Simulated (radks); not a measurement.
Valence configurations of Nd+ (all share [Xe]). Method: scalar-relativistic Kohn-Sham, BLYP, spin-polarised, spherical densities, finite nucleus; open shells are filled with parallel spins first (spin-orbit coupling, left out, can overturn this in heavy ions); Fermi nuclear charge, rms radius 4.9123 fm; computed with a radial shooting solver on a logarithmic mesh with Libxc functionals. Energies are relative to 4f4 6s1; eigenvalues in eV for spin up.

valence,E (eV),moment (Bohr magnetons),e(4f),e(5d),e(6p),e(6s)
4f4 6s1,0.000,5,-8.269,-,-,-8.488
4f3 6s2,3.309,3,-15.885,-,-,-9.641
4f2 5d1 6s2,11.558,3,-22.320,-11.622,-,-10.216
4f4 5d1,1.118,5,-6.555,-6.380,-,-
4f1.5 5d1.5 6s2,17.596,3,-25.759,-12.388,-,-10.463
4f5,2.270,5,-3.281,-,-,-
4f4 6p1,3.098,5,-9.381,-,-5.990,-
4f3 5d1 6s1,2.699,5,-13.593,-8.860,-,-9.104
4f4 6s0.5 6p0.5,1.547,5,-8.831,-,-5.705,-8.804
4f3.5 5d0.5 6s1,0.850,5,-10.798,-8.181,-,-8.809

NIST lists [Xe] 4f4 6s1 as the ground configuration; this level of theory agrees among the configurations tried. The energies are those of spherical high-spin densities, not of single terms.
